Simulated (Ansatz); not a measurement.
**Reading a saddle point**

A first-order saddle point of Si$_{2}$H$_{3}$F$_{3}$, closed shell, PBE0-D4/def2-TZVP, with one imaginary mode of 290i cm⁻¹:

```tsv
atom	x (Å)	y (Å)	z (Å)
Si1	-0.5943	-0.4850	0.8800
Si2	0.2600	0.7132	-1.1351
F3	1.1106	-0.2871	0.1359
F4	0.7870	-0.0201	-2.4476
F5	1.1453	2.0359	-1.0674
H6	-1.2005	0.6966	1.5321
H7	-1.5580	-1.3498	0.1643
H8	0.0499	-1.3036	1.9378
```

Program: Ansatz 0.2.0. Basis: def2-TZVPP and def2-QZVPP. Cores are frozen in the correlated methods. Extrapolation: Hartree–Fock as exp(−7.88 √X), correlation as X^−2.97.

**Question.** Which contacts change along the imaginary mode, and what lies on either side? (A judgement: the text doesn't fix the answer.)

**Answer.** The calculation gives: The step is Si₂H₃F₃ ([F][Si]([F])([F])[SiH3]) → SiH₃F ([F][SiH3]) + SiF₂, with the molecules in contact on both sides. Shortening one way: Si1–F3; lengthening the same way: Si1–Si2, Si2–F3.
```
   pair  one side (Å)  saddle (Å)  other side (Å)
 Si1–F3          3.27        1.87            1.62
Si1–Si2          2.33        2.50            3.72
 Si2–F3          1.58        1.83            2.58
```

**Question.** Which side is lower, and how far does the saddle lie above each? (An estimate is asked for; the value comes from the calculation.)

**Answer.** By the calculation: The side with Si1–Si2, Si2–F3 short is lower by 149.5 kJ/mol; the saddle lies 223.3 kJ/mol above it and 73.8 kJ/mol above the other (CCSD(T) at an estimated basis limit (MP2 extrapolated from triple and quadruple zeta, plus CCSD(T) − MP2 in triple zeta); electronic energies).

The T1 diagnostic stays at or below 0.014.

Losses and insertions of silylenes and their heavier kin drive the gas-phase chemistry of silicon and germanium vapour deposition.

Labels in which every atom is bracketed show which atoms are joined, not bond orders.

For scale, one of the runs: CCSD(T)/def2-TZVPP, 219 basis functions, launched by `ansatz run in.yaml --threads 4 --pin off --events-out ev --progress --plain --max-ram 9574MiB`. Time: 85 s of wall clock on 4 CPU threads of an Arm Neoverse V2; the host was shared. Peak host memory: 3.4 GiB.
